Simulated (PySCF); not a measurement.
C₂H₃BClFO₂, SMILES O=C(C)OB(F)Cl. Heavy atoms are numbered as in [B:1]([Cl:2])([F:3])[O:4][C:5]([CH3:6])=[O:7]. Hydrogens are named by the atom that carries them.

Geometry optimised at ωB97X-D3(BJ)/def2-SVP. The values are those of a single conformer.

The numbers are results of PBE/pcSseg-1 (PySCF), not measurements.

GIAO shieldings, no solvent; atoms alike by connectivity are averaged. δ = σ(ref) − σ: ¹¹B against BF3 (σ = 83.9 ppm); ³⁵Cl against HCl (σ = 936.5 ppm); ¹⁹F against CFCl3 (σ = 133.6 ppm); ¹⁷O against H2O (σ = 334.3 ppm); ¹³C against TMS (σ = 182.0 ppm); ¹H against TMS (σ = 31.49 ppm), references at their B3LYP-D3(BJ)/def2-TZVP geometries, non-relativistic (without spin–orbit terms, shifts of atoms bonded to Cl or Br come out too high).

Computed chemical shifts:
```
nucleus     atoms  count  δ (ppm)
-------  --------  -----  -------
¹¹B            B1      1     10.7
³⁵Cl          Cl2      1    108.6
¹⁹F            F3      1    -84.6
¹⁷O            O7      1    508.9
¹⁷O            O4      1    288.9
¹³C            C5      1    170.2
¹³C      C6 (CH3)      1     25.4
¹H        H on C6      3     2.41
```
